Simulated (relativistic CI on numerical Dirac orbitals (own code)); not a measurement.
# d7 in a ligand field

Computed with a parametric ligand-field model of a d^n configuration (Racah B and C, spin-orbit zeta, crystal field), exact diagonalisation.

Field parameters in Wybourne normalisation: Oh B⁴₀ = 21Dq, B⁴₄ = √(5/14) B⁴₀. The field is a parameter set, without covalency, and values of 10Dq over about 45,000 cm⁻¹ lie beyond real compounds.

B = 1140 cm⁻¹, C = 4180 cm⁻¹ (C/B = 3.67), Oh, no spin-orbit coupling. Tanabe-Sugano data, E/B above the lowest term (Δ = |10Dq|; b, c mark the second and third term of a kind):

```csv
Δ/B,4T1,4T2,4A2,2E,2T2,2T1,2T1(b)
1.0,0.00,0.81,1.81,15.30,15.38,15.58,20.20
3.0,0.00,2.49,5.49,14.43,15.95,16.17,20.59
5.0,0.00,4.22,9.22,12.79,16.29,16.34,20.93
7.0,0.00,6.00,13.00,10.96,16.47,16.35,21.21
9.0,0.00,7.82,16.82,9.05,16.57,16.31,21.44
11.0,0.00,9.66,20.66,7.11,16.61,16.24,21.63
13.0,0.00,11.53,24.53,5.16,16.62,16.18,21.79
15.0,0.00,13.42,28.42,3.19,16.62,16.11,21.92
17.0,0.00,15.32,32.32,1.22,16.61,16.05,22.03
19.0,0.76,17.99,36.99,0.00,17.35,16.75,22.88
21.0,2.74,21.89,42.89,0.00,19.31,18.67,24.94
23.0,4.72,25.81,48.81,0.00,21.28,20.61,26.99
25.0,6.70,29.73,54.73,0.00,23.24,22.55,29.03
27.0,8.69,33.66,60.66,0.00,25.21,24.49,31.06
29.0,10.67,37.60,66.60,0.00,27.18,26.44,33.09
31.0,12.66,41.54,72.54,0.00,29.15,28.40,35.12
33.0,14.65,45.49,78.49,0.00,31.13,30.35,37.14
35.0,16.64,49.44,84.44,0.00,33.10,32.31,39.16
37.0,18.63,53.40,90.40,0.00,35.08,34.28,41.18
39.0,20.62,57.36,96.36,0.00,37.06,36.24,43.20
41.0,22.61,61.32,102.32,0.00,39.03,38.21,45.21
43.0,24.60,65.29,108.29,0.00,41.01,40.18,47.22
45.0,26.60,69.25,114.25,0.00,43.00,42.15,49.23
47.0,28.59,73.22,120.22,0.00,44.98,44.13,51.24
```

The ground term changes from 4T1 to 2E between Δ/B = 17.0 and 19.0.
